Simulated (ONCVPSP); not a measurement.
Os (Z = 76): one change to an ONCV potential, before and after

osmium, optimised norm-conserving Vanderbilt (ONCV), made with ONCVPSP 4.0.1 (PBEsol, scalar-relativistic). Core [Kr] 4d10 4f14, reference 5s2 5p6 5d7 6s1. Waves: 5s+6s: rc 1.65 bohr, ncon 4, nbas 7, qcut 8.9 1/bohr, 2 projectors; 5p: rc 1.60 bohr, ncon 4, nbas 8, qcut 10.5 1/bohr, 2 projectors, debl 3 Ha; 5d: rc 2.35 bohr, ncon 4, nbas 8, qcut 6 1/bohr, 2 projectors, debl 3 Ha. Local part: polynomial inside 1.20 bohr (lpopt 5, dvloc0 -1 Ha). Core correction: Teter function, parameters optimised by the program.

Change: all radii but the core radius scaled by about 0.85 (s 1.40, p 1.36, d 2.00 bohr); local potential polynomial inside 1.02 bohr (lpopt 5, dvloc0 -1 Ha).

Cutoffs: the cutoffs (Ha) at which the residual kinetic energy of the hardest occupied pseudo-wave falls to 1 and 0.1 mHa per electron; they do not see the model core or the augmentation charge, which bear on the density cutoff. Errors are all-electron minus pseudo energies relative to the spin-unpolarised reference configuration.

**Question.** What does the change do?

**Answer.** The potential gets harder (31 Ha and 38 Ha → 38 Ha and 44 Ha); the lowest positive-energy flag moves from s at 169.4 eV to s at 23.4 eV; of the 4 tests that both files solve, the error grows in 0 and shrinks in 3 by more than 15 % and 0.3 meV (median size 6.0 → 3.8 meV); neither file shows a bound ghost. A smaller radius makes the pseudo-wave follow the all-electron one further in, where it bends more sharply, so more plane waves are needed. Less of the atom is replaced, so other configurations are described better.

```tsv
quantity	base	changed
cutoff, loose	31 Ha	38 Ha
cutoff, tight	38 Ha	44 Ha
loose cutoff by channel	s 25 Ha, p 31 Ha, d 13 Ha	s 30 Ha, p 38 Ha, d 15 Ha
bound ghosts	none	none
GHOST(+) flags under 300 eV	s at 169.4 eV	s at 23.4 eV
error for 5s2 5p6 5d6 6s2, meV [ΔE -0.33 eV]	+7.1	+2.9
error for 5s2 5p6 5d6 6s1, meV [ΔE 9.30 eV]	+2.4	+0.3
error for 5s2 5p6 5d6 6s0, meV [ΔE 26.24 eV]	-4.8	-4.8
error for 5s1 5p6 5d6 6s2, meV [ΔE 97.96 eV]	-346	-230
rms error of d²Exc/dni dnj with the model core, mHa	0.19	0.12
```
